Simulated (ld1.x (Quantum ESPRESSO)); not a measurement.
phosphorus, TM semilocal: configuration errors across variants

P (Z = 15), norm-conserving Troullier–Martins (semilocal form), made with ld1.x (Quantum ESPRESSO) 7.5 (LDA (PZ), non-relativistic). Core [Ne], reference 3s2 3p1 (charge +2). Waves: 3s (bound): rc 1.55 bohr; 3p (bound): rc 1.45 bohr. Local part: the p channel. Core correction: none.

All-electron excitation energies from the reference (eV): (1) 3s2 3p3 -29.095; (2) 3s2 3p2 -19.262; (3) 3s2 3p0 29.905; (4) 3s2 3p3.3 -30.434; (5) 3s2 3p2.5 -25.268; (6) 3s1 3p3 -10.286; (7) 3s1 3p4 -20.687; (8) 3s2 3p1 spin -0.265; (9) 3s2 3p3 spin -30.605.

Spin tests fill each open shell by Hund’s rule, majority spin first.

A semilocal file is local in each channel, so a ghost entry of none says nothing of the separable form that plane-wave codes build from it.

Errors AE − PS in meV (a dash: test not solved or not reliable):

```tsv
change	(1)	(2)	(3)	(4)	(5)	(6)	(7)	(8)	(9)	bound ghosts
base	+39	+17	+40	+44	+29	+9.9	+27	+31	+162	none
all radii scaled by about 0.75 (s 1.16, p 1.08 bohr)	+54	+21	+39	+62	+38	+17	+44	+33	+182	none
all radii scaled by about 0.93 (s 1.44, p 1.34 bohr)	+40	+16	+38	+44	+29	+10	+28	+30	+161	none
all radii scaled by about 1.03 (s 1.60, p 1.50 bohr)	+39	+17	+41	+44	+29	+10	+28	+31	+163	none
all radii scaled by about 1.27 (s 1.96, p 1.84 bohr)	+50	+21	+51	+56	+37	+17	+42	+32	+178	none
all radii scaled by about 1.34 (s 2.08, p 1.94 bohr)	+60	+25	+58	+67	+44	+23	+54	+33	+190	none
```

**Question.** Give the same row for: all radii scaled by about 1.16 (s 1.80, p 1.68 bohr).

**Answer.** +44, +19, +46, +49, +33, +13, +34, +32, +171; bound ghosts: none.
